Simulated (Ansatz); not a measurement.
Born–Oppenheimer molecular dynamics of AlFH4N2 (8 atoms, charge 0, multiplicity 1). It starts from a relaxed structure.

These are results of Ansatz 0.2.0, RKS PBE0/def2-SVP, not measurements.

```yaml
ensemble: NVE (velocity Verlet)
time_step: 0.5 fs
steps_asked: 100
starting_velocities_drawn_for: 400 K
seed: 94471
```

First frame:

```xyz
8
Properties=species:S:1:pos:R:3
Al -0.003 0.032 -0.100
F -0.011 0.139 1.564
N 1.555 0.096 -0.924
H 1.703 0.047 -1.925
H 2.443 0.194 -0.446
N -1.552 -0.133 -0.925
H -2.446 -0.166 -0.449
H -1.690 -0.208 -1.926
```

Problem. How far do the bonds stretch over the last three quarters of this one trajectory? (Pairs bonded in most of those frames.)

Solution. 
```
  bond  mean (Å)  spread (Å)  shortest  longest
Al1–F2     1.662       0.031      1.61     1.70
Al1–N3     1.763       0.036      1.71     1.83
Al1–N6     1.763       0.014      1.74     1.78
 N3–H4     1.015       0.014      0.99     1.03
 N3–H5     1.013       0.005      1.00     1.02
 N6–H7     1.017       0.026      0.98     1.05
 N6–H8     1.020       0.038      0.96     1.07
```

Mean temperature of the second half: 177 K. The conserved energy stayed within 0.46 meV per atom of its start (net change 0.18 meV per atom), so the integration is sound. A run of 0.05 ps of so small a system gives no equilibrium averages.

The run took 4.4 min on 1 thread of Arm Neoverse V2, with other jobs on the host, peak memory 0.14 GiB.
